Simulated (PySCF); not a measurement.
The numbers are results of B3LYP-D3(BJ)/def2-TZVP // PBE0-D3(BJ)/def2-TZVP run with PySCF, not measurements. Gas-phase values, no solvent. One relaxed conformer stands for a flexible species; it need not be the lowest. B3LYP has the VWN-RPA correlation part, as in Gaussian. Excitations are Tamm–Dancoff values on a coarser integration grid. The basis has no diffuse functions, so Rydberg states are missing or too high.

Reference species (SMILES): `CB(C)O` (C–B–O–H torsion 178°) (neutral, multiplicity 1).

* **S1 oscillator strength**: 0.000
* **T1 excitation (TDA)**: 6.68 eV

Changed species: `CB(C)C` (0 of 3 CH3 replaced by OH; the reference has 1 of 3 CH3 replaced by OH).

Question: Predict the effect on the S1 oscillator strength and T1 excitation (TDA).

Answer: the S1 oscillator strength stays essentially unchanged; the T1 excitation (TDA) decreases by 0.72 eV, to 5.96 eV.
